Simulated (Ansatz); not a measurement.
Geometry optimisation, Ansatz, RKS B3LYP-D4/6-31G*.

The input (input.yaml):

```yaml
crystal:
  periodic: [false, false, false]
  atoms:
    - { symbol: F, position_ang: [-0.27513, 2.08661, -0.49431] }
    - { symbol: C, position_ang: [0.21125, 0.76563, -0.88834] }
    - { symbol: Al, position_ang: [0.15676, -0.52183, 0.55307] }
    - { symbol: F, position_ang: [-0.6945, -0.14899, 1.98102] }
    - { symbol: H, position_ang: [-0.5906, 0.41959, -1.59259] }
    - { symbol: H, position_ang: [0.70477, -2.00127, 0.95839] }
total_charge: -1
basis:
  gaussian: { orbitals: "6-31G*" }
hamiltonian:
  xc: b3lyp
  dispersion: d4
relax:
  f_tol: 0.015
  max_steps: 40
```

Command:

```bash
$ ansatz run input.yaml --threads 1 --pin off --max-ram 2048MiB --backend cpu --events-out ev --progress --plain --runs-dir out
```

Problem. Where does it end, and by what steps?

Solution. The forces met the threshold. Limits of this set-up: an anion without diffuse functions, the dipole of an ion depends on the origin. After 10 steps the energy has fallen by 0.909 eV; H5 moved furthest, 0.71 Å.

```tsv
step	energy less start (eV)	largest force component (eV/Å)	accepted
0	0.0000	1.011	yes
1	-0.3950	1.173	yes
2	-0.5817	1.382	yes
3	-0.7120	0.917	yes
4	-0.8485	1.009	yes
5	-0.8837	0.860	yes
6	-0.8985	0.326	yes
7	-0.8973	0.321	no
8	-0.9086	0.048	yes
9	-0.9093	0.018	yes
10	-0.9093	0.003	yes
```

```xyz
6
Properties=species:S:1:pos:R:3
F -0.550 2.046 -0.725
C -0.143 0.693 -0.691
Al -0.014 -0.452 0.744
F -0.371 -0.100 2.368
H 0.108 0.390 -1.717
H 0.482 -1.976 0.538
```

Whether the end is a true minimum wasn't checked by a vibrational analysis.

Time of the run: 31 s on 1 thread of Arm Neoverse V1, with other jobs on the host, peak memory 0.13 GiB.
